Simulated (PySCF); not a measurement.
Isomers of C8H13FO, from PySCF 2.14.0, PBE0-D3(BJ)/def2-SVP geometry optimisation, gas phase. One conformer each, no zero-point energy, no frequencies.

Question: Which is lower in electronic energy at this level?
A. `[CH3:1][O:2][C:3]1([F:4])[CH2:5][C:6]2([CH2:7][CH2:8][CH2:9]2)[CH2:10]1` with C1–O2–C3–F4 -64°: A = 3357, B = 806.0, C = 758.5 MHz, dipole 1.56 D
B. `[CH3:1][O:2][C@@H:3]1[C@H:4]([F:5])[CH2:6][C:7]12[CH2:8][CH2:9][CH2:10]2` with C1–O2–C3–C4 -85°: A = 2176, B = 1048, C = 827.7 MHz, dipole 1.46 D

Answer: A. That is `COC1(F)CC2(CCC2)C1`, 10.0 kcal/mol below the other.

```json
{"SMILES": "COC1(F)CC2(CCC2)C1", "mapped SMILES": "[CH3:1][O:2][C:3]1([F:4])[CH2:5][C:6]2([CH2:7][CH2:8][CH2:9]2)[CH2:10]1", "E (Eh)": "-486.80867", "relative (kcal/mol)": "0.0", "relative (kJ/mol)": "0.0", "dipole (D)": "1.56"}
{"SMILES": "CO[C@@H]1[C@H](F)CC12CCC2", "mapped SMILES": "[CH3:1][O:2][C@@H:3]1[C@H:4]([F:5])[CH2:6][C:7]12[CH2:8][CH2:9][CH2:10]2", "E (Eh)": "-486.79269", "relative (kcal/mol)": "10.0", "relative (kJ/mol)": "42.0", "dipole (D)": "1.46"}
```
